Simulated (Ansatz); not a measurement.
Computed with Ansatz on PBE0-D4/def2-TZVP structures; ΔE is electronic, products minus reactants. CCSD(T)/CBS adds triple-zeta CCSD(T) − MP2 to the extrapolated MP2 energy (def2 sets, frozen cores). For Ga outer-core shells are correlated without core-valence functions, which leaves a few kJ/mol of doubt a bond. Scalar relativity is left out up to krypton. Each species was taken in one conformer, which may not be the lowest.

Consider the formal exchange of groups at a Ga–C bond: `N=[C](N)[GaH2]` + propane → `[CH3][GaH2]` + `CCC(=N)N`.

```json
{"species": "`N=[C](N)[GaH2]`", "CCSD/def2-TZVPP energy (Eh)": "-2073.77784"}
{"species": "`CCC`", "CCSD/def2-TZVPP energy (Eh)": "-118.89485"}
{"species": "`[CH3][GaH2]`", "CCSD/def2-TZVPP energy (Eh)": "-1964.46552"}
{"species": "`CCC(=N)N`", "CCSD/def2-TZVPP energy (Eh)": "-228.21670"}
```

(1) Work out ΔE.

Largest T1 diagnostic among the species: 0.014.

Results:

(1) ΔE = (-1964.46552) + (-228.21670) − (-2073.77784) − (-118.89485) = -0.00953 Eh = -0.26 eV. CCSD(T)/CBS gives -0.24 eV.

From PBE to PBE0 (25 % exact exchange), in def2-TZVPP and without D4, ΔE moves by −0.06 eV.
